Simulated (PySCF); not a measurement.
Basis and Hamiltonian dependence of the ionisation energy of He⁺

He⁺ 1s1 (2S) → He²⁺ (bare nucleus). All values are computed (PySCF 2.14, energy differences of UHF-based or UKS calculations, no spin-orbit coupling). Values in eV.

```json
{"basis": "aug-cc-pVDZ-DK", "Hamiltonian": "spin-free X2C", "functions": "9", "UHF": "54.272", "r2SCAN": "54.289", "PBE0": "54.197"}
{"basis": "dyall-av2z", "Hamiltonian": "non-relativistic", "functions": "13", "UHF": "54.411", "r2SCAN": "54.416", "PBE0": "54.323"}
{"basis": "x2c-TZVPPall", "Hamiltonian": "spin-free X2C", "functions": "14", "UHF": "54.375", "r2SCAN": "54.384", "PBE0": "54.290"}
{"basis": "ANO-RCC-VTZP", "Hamiltonian": "spin-free X2C", "functions": "14", "UHF": "54.404", "r2SCAN": "54.409", "PBE0": "54.316"}
{"basis": "def2-TZVPPD", "Hamiltonian": "non-relativistic", "functions": "17", "UHF": "54.372", "r2SCAN": "54.381", "PBE0": "54.287"}
{"basis": "aug-cc-pVTZ", "Hamiltonian": "non-relativistic", "functions": "23", "UHF": "54.393", "r2SCAN": "54.405", "PBE0": "54.313"}
{"basis": "aug-cc-pVTZ-DK", "Hamiltonian": "spin-free X2C", "functions": "23", "UHF": "54.396", "r2SCAN": "54.408", "PBE0": "54.316"}
{"basis": "dyall-av3z", "Hamiltonian": "non-relativistic", "functions": "29", "UHF": "54.422", "r2SCAN": "54.427", "PBE0": "54.333"}
{"basis": "aug-cc-pVTZ with one added diffuse shell each of s, p, d type", "Hamiltonian": "non-relativistic", "functions": "32", "UHF": "54.393", "r2SCAN": "54.405", "PBE0": "54.313"}
{"basis": "def2-QZVPPD", "Hamiltonian": "non-relativistic", "functions": "33", "UHF": "54.418", "r2SCAN": "54.423", "PBE0": "54.330"}
{"basis": "aug-cc-pVQZ-DK", "Hamiltonian": "spin-free X2C", "functions": "46", "UHF": "54.421", "r2SCAN": "54.425", "PBE0": "54.332"}
{"basis": "aug-cc-pVQZ", "Hamiltonian": "non-relativistic", "functions": "46", "UHF": "54.418", "r2SCAN": "54.422", "PBE0": "54.329"}
{"basis": "aug-cc-pVQZ with one added diffuse shell each of s, p, d, f type", "Hamiltonian": "non-relativistic", "functions": "62", "UHF": "54.418", "r2SCAN": "54.422", "PBE0": "54.329"}
```

Q: Estimate the row for dyall-acv3z (non-relativistic, 29 functions).

A: From the rows with the same Hamiltonian and similar size; the calculation gives UHF 54.42; r2SCAN 54.43; PBE0 54.33 (eV).

Reference for a calculation without spin-orbit coupling: 54.418 (t) eV (theoretical estimate listed by NIST; NIST).
